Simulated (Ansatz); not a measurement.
Input file for Ansatz (a quantum-chemistry and plane-wave program): U-CCSD(T)/def2-QZVPP on BRu, 2S+1 = 2, a spin state set in the input, which need not be the lowest, a point of a bond scan (R = 1.697 Å). Elements past Kr take the def2 small-core potentials; no spin–orbit coupling. Files ending in .json are basis or fitting sets from the Basis Set Exchange.

Ansatz 0.2 input:
```yaml
crystal:
  periodic: [false, false, false]
  atoms:
    - {symbol: Ru, position_ang: [0.00000000, 0.00000000, 0.00000000]}
    - {symbol: B, position_ang: [0.00000000, 0.00000000, 1.69741400]}
basis:
  gaussian:
    orbitals: def2-QZVPP.json
    pivot_positions_ang: [[0.00000000, 0.00000000, 0.00000000], [0.00000000, 0.00000000, 1.69741400]]
magnetization: {spin_polarized: true, initial_magnetization: 1}
correlation: {method: ccsd_t, electrons: valence}
output: {orbitals: {seedname: ./end}}
```

Output:

```
WARN ansatz: RAYON_NUM_THREADS=2 ignored (pool sized by the plan → 2); use --threads N
Functional definition: HF
integrals: 0.52 GiB planned
1021 factors; integrals over basis functions are off by at most 3.3e-4 eV
mean field: 0.44 GiB planned
mean field evaluation 1: about -3221.0841 eV, gradient 4.3e1 eV
mean field evaluation 2: about -3221.0850 eV, gradient 4.3e1 eV
mean field evaluation 4: about -3228.9738 eV, gradient 6.1e0 eV
mean field evaluation 8: about -3229.3903 eV, gradient 8.3e-1 eV
mean field evaluation 16: about -3229.6166 eV, gradient 5.4e-2 eV
mean field evaluation 32: about -3081.9558 eV, gradient 1.5e2 eV
mean field evaluation 64: about -3229.2993 eV, gradient 2.0e-1 eV
mean field evaluation 96: about -3228.9371 eV, gradient 3.5e0 eV
mean field evaluation 128: about -3228.8442 eV, gradient 7.0e0 eV
mean field evaluation 160: about -3221.4662 eV, gradient 1.1e1 eV
mean field evaluation 192: about -3229.6167 eV, gradient 1.6e-4 eV
mean field evaluation 224: about -3229.3052 eV, gradient 4.7e-4 eV
mean field evaluation 256: about -3229.2427 eV, gradient 2.4e-1 eV
mean field evaluation 288: about -3227.3683 eV, gradient 3.3e0 eV
mean field evaluation 320: about -3229.2776 eV, gradient 1.7e0 eV
mean field evaluation 352: about -3228.1581 eV, gradient 1.1e0 eV
mean field evaluation 384: about -3228.2617 eV, gradient 1.1e0 eV
mean field evaluation 416: about -3227.6701 eV, gradient 3.0e-1 eV
mean field evaluation 448: about -3229.3052 eV, gradient 9.7e-3 eV
mean field evaluation 480: about -3229.0008 eV, gradient 3.4e-3 eV
mean field evaluation 512: about -3227.4248 eV, gradient 2.6e-1 eV
mean field evaluation 544: about -3228.1263 eV, gradient 1.7e0 eV
mean field evaluation 576: about -3227.9072 eV, gradient 7.4e-1 eV
mean field evaluation 608: about -3227.7438 eV, gradient 6.9e-3 eV
mean field evaluation 640: about -3227.6730 eV, gradient 1.8e-2 eV
mean field evaluation 672: about -3227.0915 eV, gradient 5.2e-1 eV
mean field evaluation 704: about -3226.6399 eV, gradient 4.8e-1 eV
mean field evaluation 736: about -3227.9435 eV, gradient 8.4e-1 eV
mean field evaluation 768: about -3227.4840 eV, gradient 6.5e-3 eV
mean field evaluation 800: about -3226.9991 eV, gradient 4.9e0 eV
mean field evaluation 832: about -3225.7408 eV, gradient 1.5e1 eV
mean field evaluation 864: about -3227.8993 eV, gradient 4.3e-1 eV
mean field evaluation 896: about -3226.7188 eV, gradient 2.5e0 eV
mean field evaluation 928: about -3226.6552 eV, gradient 3.7e0 eV
mean field evaluation 960: about -3226.7866 eV, gradient 4.3e-1 eV
mean field evaluation 992: about -3225.7157 eV, gradient 1.1e1 eV
mean field evaluation 1024: about -3224.0788 eV, gradient 2.6e0 eV
mean field evaluation 1056: about -3228.9441 eV, gradient 2.1e0 eV
mean field evaluation 1088: about -3229.0008 eV, gradient 1.1e-2 eV
mean field evaluation 1120: about -3227.9563 eV, gradient 6.7e-1 eV
mean field evaluation 1152: about -3226.4774 eV, gradient 2.0e0 eV
mean field evaluation 1184: about -3226.0458 eV, gradient 2.4e0 eV
mean field evaluation 1216: about -3226.6257 eV, gradient 1.8e-1 eV
mean field evaluation 1248: about -3226.5763 eV, gradient 2.5e0 eV
mean field evaluation 1280: about -3226.6326 eV, gradient 1.6e-1 eV
mean field evaluation 1312: about -3229.3044 eV, gradient 1.2e-2 eV
mean field evaluation 1344: about -3227.0630 eV, gradient 1.1e-2 eV
mean field -3229.61667271 eV, -118.6862236094 hartree, gradient 2.7e-6 eV, S^2 1.651576; 40 other end points of the search recorded, 0 dependent functions left out
determinant -3229.61667271 eV, -118.6862236094 hartree, with singles and doubles -3248.99809882 eV, -119.3984778815 hartree
determinant -3229.30516952 eV, -118.6747760781 hartree, with singles and doubles -3248.27735389 eV, -119.3719909941 hartree
determinant -3229.00078542 eV, -118.6635901689 hartree, with singles and doubles -3248.00972049 eV, -119.3621556478 hartree
determinant -3228.21827098 eV, -118.6348332934 hartree, with singles and doubles -3246.61069711 eV, -119.3107424870 hartree
determinant -3228.18270569 eV, -118.6335262933 hartree, with singles and doubles -3247.21883931 eV, -119.3330913006 hartree
determinant -3228.17733694 eV, -118.6333289954 hartree, with singles and doubles -3246.83525845 eV, -119.3189949639 hartree
determinant -3228.16157094 eV, -118.6327496055 hartree, with singles and doubles -3246.81612216 eV, -119.3182917184 hartree
determinant -3227.97990973 eV, -118.6260736791 hartree, with singles and doubles -3247.11349523 eV, -119.3292199771 hartree
determinant -3227.97738211 eV, -118.6259807910 hartree, with singles and doubles -3247.34055019 eV, -119.3375640928 hartree
determinant -3227.74375939 eV, -118.6173953142 hartree, with singles and doubles -3246.27268864 eV, -119.2983209050 hartree
determinant -3227.67837159 eV, -118.6149923570 hartree, with singles and doubles -3246.59488496 eV, -119.3101614014 hartree
determinant -3227.67306929 eV, -118.6147975011 hartree, with singles and doubles -3246.58916571 eV, -119.3099512227 hartree
determinant -3227.58917211 eV, -118.6117143364 hartree, with singles and doubles -3246.97461999 eV, -119.3241164062 hartree
determinant -3227.55618291 eV, -118.6105020057 hartree, with singles and doubles -3246.52703533 eV, -119.3076679733 hartree
determinant -3227.48396645 eV, -118.6078480997 hartree, with singles and doubles -3247.23608281 eV, -119.3337249877 hartree
determinant -3227.15583254 eV, -118.5957894011 hartree, with singles and doubles -3245.71960165 eV, -119.2779953330 hartree
determinant -3227.13487681 eV, -118.5950192921 hartree, with singles and doubles -3245.71329365 eV, -119.2777635182 hartree
determinant -3227.06359743 eV, -118.5923998233 hartree, with singles and doubles -3245.19762494 eV, -119.2588130425 hartree
determinant -3227.03803677 eV, -118.5914604863 hartree, with singles and doubles -3245.17915327 eV, -119.2581342214 hartree
determinant -3226.87763523 eV, -118.5855658385 hartree, with singles and doubles -3245.25308884 eV, -119.2608513032 hartree
determinant -3226.66835829 eV, -118.5778750529 hartree, with singles and doubles -3245.51225294 eV, -119.2703754084 hartree
determinant -3226.41603407 eV, -118.5686023086 hartree, with singles and doubles -3245.39166862 eV, -119.2659440162 hartree
1 core orbitals not correlated
reference -3229.61667271 eV, -118.6862236094 hartree; 10, 9 occupied and 134, 135 virtual orbitals, 1021 factors
second order -19.87537569 eV of doubles, -0.00000000 eV of singles
coupled cluster: 1.35 GiB planned
cycle   1  -19.25390137 eV  change   -9.1e-1 eV  update   3.0e-2
cycle   2  -19.30890790 eV  change   -5.5e-2 eV  update   1.2e-2
cycle   3  -19.30974635 eV  change   -8.4e-4 eV  update   9.6e-3
cycle   4  -19.32444961 eV  change   -1.5e-2 eV  update   6.9e-3
cycle   5  -19.34473409 eV  change   -2.0e-2 eV  update   4.6e-3
cycle   6  -19.35043642 eV  change   -5.7e-3 eV  update   2.2e-3
cycle   7  -19.35316678 eV  change   -2.7e-3 eV  update   1.2e-3
cycle   8  -19.35229873 eV  change    8.7e-4 eV  update   7.6e-4
cycle   9  -19.35138990 eV  change    9.1e-4 eV  update   4.4e-4
cycle  10  -19.35061668 eV  change    7.7e-4 eV  update   1.7e-4
cycle  11  -19.35060117 eV  change    1.6e-5 eV  update   7.5e-5
cycle  12  -19.35050936 eV  change    9.2e-5 eV  update   3.4e-5
cycle  13  -19.35051128 eV  change   -1.9e-6 eV  update   1.9e-5
coupled cluster: 1.35 GiB planned
perturbative correction -1.16766704 eV, -0.0429109721 hartree
WARN: the results are in doubt because among natural orbitals full CI differs from the method by -0.099 eV
Total energy: -3250.13485103 eV, -119.4402527547 hartree
In doubt: among natural orbitals full CI differs from the method by -0.099 eV
```

The calculation finished and met its thresholds. Its determinant has ⟨S²⟩ = 1.65, a mixture of spin states.

Warnings raised: large difference.

Cost: very roughly 4 core-minutes.
